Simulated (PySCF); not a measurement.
Precursor series Y Cl-F. Gas-phase values, no solvent.

Method: B3LYP-D3(BJ)/def2-TZVP // r2SCAN-D4/def2-SVP run with PySCF. B3LYP has the VWN-RPA correlation part, as in Gaussian. 

```json
[
 {"species": "0 of 3 Cl replaced by F ([Y(Cl)3])", "HOMO (eV)": "-8.83", "HOMO–LUMO gap (eV)": "5.55", "charge on the central atom (Mulliken) (e)": "1.24"},
 {"species": "1 of 3 Cl replaced by F", "HOMO (eV)": "-8.78", "HOMO–LUMO gap (eV)": "5.63", "charge on the central atom (Mulliken) (e)": "1.36"},
 {"species": "2 of 3 Cl replaced by F ([Y(Cl)(F)2])", "HOMO (eV)": "-8.68", "HOMO–LUMO gap (eV)": "5.70", "charge on the central atom (Mulliken) (e)": "[?]"},
 {"species": "3 of 3 Cl replaced by F", "HOMO (eV)": "[?]", "HOMO–LUMO gap (eV)": "7.45", "charge on the central atom (Mulliken) (e)": "[?]"}
]
```

Complete the blanks.


- 2 of 3 Cl replaced by F ([Y(Cl)(F)2]), charge on the central atom (Mulliken) (e): 1.47
- 3 of 3 Cl replaced by F, HOMO (eV): -10.24
- 3 of 3 Cl replaced by F, charge on the central atom (Mulliken) (e): 1.58
